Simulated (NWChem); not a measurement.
# KF; SMILES [F][K]

```xyz
2

K      0.0000     0.0000    -0.6994
F      0.0000     0.0000     1.4765
```
Atoms are numbered in this order, from 1.

Program: NWChem. Pople sets run with spherical d functions. The geometry was optimised at B3LYP/6-31G* (spherical d).

Problem. Order these by “orbital gap (eV)”, lowest first: Hartree-Fock/3-21G; Hartree-Fock/6-311G**; Hartree-Fock/6-31G*; Hartree-Fock/STO-3G; Hartree-Fock/6-311++G**.

Solution. Hartree-Fock/3-21G (8.04), Hartree-Fock/STO-3G (9.08), Hartree-Fock/6-31G* (9.89), Hartree-Fock/6-311G** (10.54), Hartree-Fock/6-311++G** (11.06)
